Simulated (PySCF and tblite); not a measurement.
Results of a calculation; reference values are marked as such.
Stationary points of C₆H₁₀O₂ at PBE0-D3(BJ)/def2-SVP, in Å:

Structure A

```
 1 C    -1.727   -2.070    0.347
 2 C    -1.174   -1.140   -0.430
 3 C    -0.170   -0.117    0.032
 4 C     1.132   -0.203   -0.768
 5 C     2.213    0.742   -0.271
 6 C    -0.805    1.251   -0.129
 7 O    -0.824    1.884   -1.153
 8 O    -1.387    1.679    0.997
 9 H    -1.484   -2.143    1.411
10 H    -2.443   -2.792   -0.053
11 H    -1.441   -1.084   -1.493
12 H     0.026   -0.272    1.105
13 H     0.899    0.015   -1.823
14 H     1.485   -1.245   -0.727
15 H     2.461    0.552    0.785
16 H     3.138    0.627   -0.856
17 H     1.897    1.793   -0.362
18 H    -1.802    2.529    0.784
```

Structure B

```
 1 C    -1.714   -2.170    0.271
 2 C    -1.223   -1.121   -0.388
 3 C    -0.192   -0.176    0.163
 4 C     1.065   -0.139   -0.721
 5 C     2.152    0.786   -0.200
 6 C    -0.779    1.212    0.317
 7 O    -1.190    1.718   -0.858
 8 O    -0.872    1.821    1.349
 9 H    -1.392   -2.406    1.290
10 H    -2.456   -2.832   -0.184
11 H    -1.570   -0.902   -1.405
12 H     0.083   -0.486    1.183
13 H     0.768    0.159   -1.740
14 H     1.445   -1.170   -0.796
15 H     2.464    0.506    0.819
16 H     3.042    0.750   -0.845
17 H     1.814    1.834   -0.163
18 H    -1.551    2.597   -0.666
```

Structure C

```
 1 C    -1.672   -2.196    0.413
 2 C    -1.220   -1.147   -0.272
 3 C    -0.217   -0.158    0.257
 4 C     1.079   -0.172   -0.575
 5 C     2.145    0.782   -0.063
 6 C    -0.811    1.215    0.225
 7 O    -1.235    1.786   -0.826
 8 O    -0.950    1.978    1.225
 9 H    -1.346   -2.393    1.439
10 H    -2.386   -2.896   -0.028
11 H    -1.568   -0.961   -1.295
12 H     0.015   -0.387    1.308
13 H     0.821    0.067   -1.620
14 H     1.456   -1.208   -0.572
15 H     2.416    0.560    0.981
16 H     3.059    0.708   -0.670
17 H     1.809    1.830   -0.103
18 H    -1.396    2.592    0.175
```

The path came from a restrained scan, a climbing-image band and a saddle search at GFN2-xTB; energies are PBE0/pcSseg-1 + D3(BJ)//PBE0-D3(BJ)/def2-SVP, thermal terms GFN2-xTB.

Which structure is a saddle point, and along which motion?

C: one imaginary mode (1770i cm⁻¹ at GFN2-xTB, mostly on H18), along the shift of hydrogen on O8 from O8 to O7.

Give their symmetry and energies above the lowest.

A C1, 0.0 kcal/mol; B C1, 0.3 kcal/mol; C C1, 32.4 kcal/mol.

Tunnelling of the moving H, left out here, will speed the real process. In real samples such hydrogens mostly exchange between molecules or through solvent, far faster than by this path.
